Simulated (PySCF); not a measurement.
CH₈GeOSi, SMILES [GeH3][SiH2]OC.

The structure is a stationary point at PBE0-D3(BJ)/def2-SVP. This is a generated structure with no PubChem entry under its InChIKey; it may be hypothetical. One conformer was computed; it need not be the lowest.

Level of theory: TDA-LC-ωPBE/def2-SVPD (PySCF).

Vertical excitations. Isolated molecule, no solvent.

```json
[
 {"state": "S1", "energy (eV)": "6.64", "λ (nm)": "187", "f": "0.017", "main pairs": "HOMO→LUMO+1 76 %"},
 {"state": "S2", "energy (eV)": "7.57", "λ (nm)": "164", "f": "0.049", "main pairs": "HOMO→LUMO+3 82 %"},
 {"state": "S3", "energy (eV)": "7.71", "λ (nm)": "161", "f": "0.092", "main pairs": "HOMO→LUMO 64 %, HOMO→LUMO+1 10 %"},
 {"state": "S4", "energy (eV)": "7.85", "λ (nm)": "158", "f": "0.036", "main pairs": "HOMO−1→LUMO+1 74 %"},
 {"state": "S5", "energy (eV)": "8.11", "λ (nm)": "153", "f": "0.412", "main pairs": "HOMO→LUMO+2 72 %"},
 {"state": "S6", "energy (eV)": "8.29", "λ (nm)": "150", "f": "0.018", "main pairs": "HOMO→LUMO+5 71 %, HOMO→LUMO+4 14 %"},
 {"state": "S7", "energy (eV)": "8.54", "λ (nm)": "145", "f": "0.027", "main pairs": "HOMO−2→LUMO+1 59 %"},
 {"state": "S8", "energy (eV)": "8.70", "λ (nm)": "142", "f": "0.020", "main pairs": "HOMO→LUMO+7 38 %, HOMO→LUMO+4 17 %, HOMO→LUMO+6 8 %, HOMO−1→LUMO+3 7 %"},
 {"state": "S9", "energy (eV)": "8.85", "λ (nm)": "140", "f": "0.011", "main pairs": "HOMO−3→LUMO+1 25 %, HOMO−1→LUMO 16 %, HOMO−4→LUMO+1 7 %, HOMO−5→LUMO+1 7 %"},
 {"state": "S10", "energy (eV)": "9.06", "λ (nm)": "137", "f": "0.042", "main pairs": "HOMO−1→LUMO+2 17 %, HOMO→LUMO+7 12 %, HOMO→LUMO+4 11 %"},
 {"state": "T1", "energy (eV)": "5.87", "λ (nm)": "211", "f": "0", "main pairs": "HOMO→LUMO+1 70 %"},
 {"state": "T2", "energy (eV)": "6.57", "λ (nm)": "189", "f": "0", "main pairs": "HOMO→LUMO+3 76 %"},
 {"state": "T3", "energy (eV)": "6.93", "λ (nm)": "179", "f": "0", "main pairs": "HOMO→LUMO 38 %, HOMO→LUMO+2 24 %"},
 {"state": "T4", "energy (eV)": "7.27", "λ (nm)": "171", "f": "0", "main pairs": "HOMO−1→LUMO+1 62 %"}
]
```
Triplets are in the Tamm–Dancoff approximation.
